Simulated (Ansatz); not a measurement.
CH₃FOSn, 7 atoms. Charge 0, multiplicity 1. Correlated methods include outer-core shells of Sn, which these sets cover unevenly. Sn: def2 effective core potential. The bonds changed during the relaxation, so this is another structure than the one it started from. All runs use 2 threads of an Arm Neoverse V1 on a shared host. Correlated methods freeze the cores.

Problem. How many basis functions does each run have, and how long does it take in Ansatz? RKS ωB97M-V/def2-TZVPP energy and forces; RKS ωB97M-V/def2-SVP energy; RHF-CCSD(T)/def2-SVP energy; direct RPA on PBE orbitals/def2-TZVPP energy; RKS PBE0-D4/def2-TZVP relaxation (35 steps); RKS B2PLYP (frozen core)/def2-TZVPP energy; RKS ωB97M-V/def2-QZVPP energy; RHF-CCSD(T)/def2-TZVPP energy; RKS SPW92 (LDA)/def2-TZVPP energy; RKS PBE0-D4/def2-TZVP frequencies; RKS PBE0-D4/def2-SVP energy; RHF-MP2/def2-QZVPP energy. (Best estimate.)

Solution. The calculation gave: Other jobs shared the machine, so times are rough.

```tsv
level	job	functions	wall time	peak host memory (GiB)
RKS SPW92 (LDA)/def2-TZVPP	energy	185	1.3 s	0.18
RKS PBE0-D4/def2-SVP	energy	83	1.4 s	0.36
RHF-CCSD(T)/def2-SVP	energy	83	5.5 s	0.36
RKS B2PLYP (frozen core)/def2-TZVPP	energy	185	6 s	0.4
direct RPA on PBE orbitals/def2-TZVPP	energy	185	6 s	0.39
RKS ωB97M-V/def2-SVP	energy	83	7 s	0.36
RKS ωB97M-V/def2-TZVPP	energy and forces	185	13 s	0.5
RHF-MP2/def2-QZVPP	energy	343	18 s	1.3
RKS ωB97M-V/def2-QZVPP	energy	343	18 s	1
RKS PBE0-D4/def2-TZVP	frequencies	161	100 s	0.36
RKS PBE0-D4/def2-TZVP	relaxation (35 steps)	161	2 min	0.35
RHF-CCSD(T)/def2-TZVPP	energy	185	2 min	2.3
```
